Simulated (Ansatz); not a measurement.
One change: `C=C(O)[Se][GaH2]` becomes `C=C(O)BF`.

Ansatz, PBE0-D4/def2-TZVP geometries, multiplicity 1. Each molecule was computed in one conformer, which needn't be the lowest.

Scalar relativity is left out up to krypton.

```
                                          property  `C=C(O)[Se][GaH2]`
           HOMO–LUMO gap (ωB97M-V/def2-TZVPP) / eV                9.08
                 LUMO energy (PBE/def2-TZVPP) / eV               -1.62
             HOMO–LUMO gap (B3LYP/def2-TZVPP) / eV                4.92
               LUMO energy (B3LYP/def2-TZVPP) / eV               -1.05
                 HOMO energy (PBE/def2-TZVPP) / eV               -5.15
size of the dipole moment (ωB97M-V/def2-TZVPP) / D                2.79
```

Q: What does the change do to each property? (Estimate.)

A: Computed: 
| property | `C=C(O)BF` | shift |
| --- | --- | --- |
| HOMO–LUMO gap (ωB97M-V/def2-TZVPP) / eV | 10.11 | 1.03 |
| LUMO energy (PBE/def2-TZVPP) / eV | -2.45 | -0.83 |
| HOMO–LUMO gap (B3LYP/def2-TZVPP) / eV | 5.39 | 0.47 |
| LUMO energy (B3LYP/def2-TZVPP) / eV | -1.73 | -0.68 |
| HOMO energy (PBE/def2-TZVPP) / eV | -6.14 | -0.99 |
| size of the dipole moment (ωB97M-V/def2-TZVPP) / D | 2.51 | -0.28 |

With PBE0 the HOMO falls by 1.15 eV and the LUMO falls by 0.70 eV, so the gap widens by about 0.45 eV. PBE moves the HOMO by -0.99 eV and ωB97M-V by -1.30 eV. Dipoles are sizes alone; their direction can turn.

B3LYP here is the variant with VWN-RPA as its local correlation; programs differ in this.

Spin–orbit coupling is left out; it splits and shifts lone-pair levels of the heavy atoms by tenths of an eV.
